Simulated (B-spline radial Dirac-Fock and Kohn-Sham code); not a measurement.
# Binding energies of Sn⁺ in different valence configurations

Calculated with an atomic code on a B-spline grid, using Dirac-Fock (average of configuration) total-energy differences with a finite nucleus, the Breit interaction including its frequency dependence, and self-energy and vacuum-polarisation corrections. The model has no electron correlation.

Reference: the tabulated ground configuration [Kr] 4d10 5s2 5p1, with 2s 4488.7 eV, 2p1/2 4174.4 eV, 2p3/2 3946.9 eV, 3p3/2 734.3 eV, 4d3/2 41.03 eV, 4d5/2 40.01 eV, Kα1 25269.6 eV, Kβ1 28482.2 eV, Lα1 3444.8 eV, Lβ2 3906.9 eV.

Shifts from the reference in eV.

```tsv
configuration	average energy	2s	2p1/2	2p3/2	3p3/2	4d3/2	4d5/2	Kα1	Kβ1	Lα1	Lβ2
[Kr] 4d10 5s1 5p2	+6.81	+1.41	+1.49	+1.50	+1.52	+1.44	+1.43	-0.04	-0.06	-0.02	+0.07
```
